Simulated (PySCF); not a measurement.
Compound: C7H11BO2.
SMILES: `C#C[C@H](C)B1OCCCO1`

The closed-shell ground state was solved at several levels (PySCF, density fitting, gas phase, non-relativistic). The structure is a single PBE0-D3(BJ)/def2-SVP conformer in the gas phase; no vibrational or solvent corrections.

```
         level  basis functions  total energy (Eh)  HOMO (eV)  LUMO (eV)  gap (eV)  dipole (D)
 PBE0/pcSseg-1              225          -448.1202      -7.13       0.73      7.86        3.48
B3LYP/pcSseg-1              225          -448.6637      -6.88       0.50      7.38        3.48
```

Problem. Estimate the row for B3LYP/def2-SVPD, a basis of 294 functions; the other rows only guide the guess.

Solution. Total energy -448.4027 Eh, HOMO -6.94 eV, LUMO 0.05 eV, gap 6.99 eV, dipole 3.32 D.

Problem. Over all these levels, which gives the widest orbital gap and which the narrowest?

Solution. PBE0/pcSseg-1 (global hybrid, 25 % exact exchange) has the widest, 7.86 eV, and B3LYP/def2-SVPD (global hybrid, 20 % exact exchange) the narrowest, 6.99 eV. Functional and basis both differ between the two, so the spread mixes both effects.

Problem. How far do the dipole and the HOMO energy spread over the levels?

Solution. The dipole runs from 3.32 to 3.48 D (mean 3.43 D) and the HOMO from -7.13 to -6.88 eV.
